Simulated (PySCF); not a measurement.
B(Me)(OH)(SiH3), SMILES CB(O)[SiH3] (CH7BOSi) at its B3LYP/def2-SVP optimised geometry (Å):

```
11

B     -0.3545    -0.3034     0.0000
C     -1.1866     1.0396     0.0000
H     -0.9035     1.6712     0.8610
H     -2.2821     0.8954     0.0285
H     -0.9456     1.6370    -0.8978
O     -0.9493    -1.5233     0.0047
H     -1.9176    -1.4770     0.0117
Si     1.6939    -0.3034     0.0000
H      2.2821    -1.6712    -0.1313
H      2.2175     0.2991     1.2694
H      2.2309     0.5378    -1.1186
```

Computed with B3LYP/def2-TZVP in PySCF 2.14.0. Cells within 0.4 Å of a nucleus heavier than hydrogen are left out (blank, or x).

Map of the deformation density (molecule minus spherical neutral atoms) (e/bohr³) on the plane z = 0.0 Å:

```
|1111111111111111111111111111111|
|1111111111111111111111111111111|
|1111111111111111111111111111111|
|1111111111111111111111111111111|
|1111111111111111111111111111111|
|1111111111111111111111111111111|
|1111111111111111111111111111111|
|1111111111111111111111111111111|
|1111111111111111111111111111111|
|1111111111112111111111111111111|
|1111111122133111111111111111111|
|1111111355xxx101111111111111111|
|1111111598xxx211111111111111111|
|1111111254368531111001111111111|
|1111111122247742222101111111111|
|1111111111125xx44432xx100111111|
|1111111111112xxx6542xx100111111|
|1111111110113xx44442xx111111111|
|1111111001126731222113332111111|
|111111100442x521111124652111111|
|11111100187xxx11111124762111111|
|11111110034xx611111122432111111|
|1111111101124321111111111111111|
|1111111111112211111111111111111|
|1111111111111111111111111111111|
|1111111111111111111111111111111|
|1111111111111111111111111111111|
|1111111111111111111111111111111|
|1111111111111111111111111111111|
|1111111111111111111111111111111|
|1111111111111111111111111111111|
```
Scale: ten equal steps from -0.023 (start of '0') to 0.108 (end of '9'), in the order '0123456789'; x runs from -4.50 to 4.50, y from -4.50 (bottom) to 4.50 (top).
